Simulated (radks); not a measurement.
Dy25+, 41 electrons, occupied as [Kr] 4d5 (the NIST ground configuration). All-electron calculation, scalar-relativistic Kohn-Sham, SCAN, spin-polarised, spherical densities, finite nucleus; open shells are filled with parallel spins first (spin-orbit coupling, left out, can overturn this in heavy ions); meta-GGA in the generalised Kohn-Sham scheme; Fermi nuclear charge, rms radius 5.2218 fm. Program: a radial shooting solver on a logarithmic mesh with Libxc functionals. Some entries of the table are withheld. Estimate them.

orbital,occ.,eigenvalue (Ry),<r> (bohr),r(max) (bohr)
1s up,1,-4008.183,0.02112,0.01338
1s down,1,-4008.165,0.02112,0.01338
2s up,1,-718.8353,0.08971,0.07596
2s down,1,-718.5764,0.08971,0.07596
2p up,3,-644.2222,0.07945,0.06170
2p down,3,-643.9809,0.07944,0.06169
3s up,1,-205.9481,0.2330,0.2145
3s down,1,-205.7972,0.2329,0.2147
3p up,3,-182.8755,0.2317,0.2108
3p down,3,-182.6929,0.2316,0.2109
3d up,5,-153.5086,0.2104,0.1724
3d down,5,-153.2205,0.2103,0.1726
4s up,1,(1),0.4947,0.4769
4s down,1,(2),0.4955,0.4766
4p up,3,-74.50168,0.5115,0.4919
4p down,3,-73.43006,0.5125,0.4916
4d up,5,-63.37201,0.5216,0.4940

Answer. 
(1) 4s up eigenvalue (Ry): -82.79327
(2) 4s down eigenvalue (Ry): -81.70195
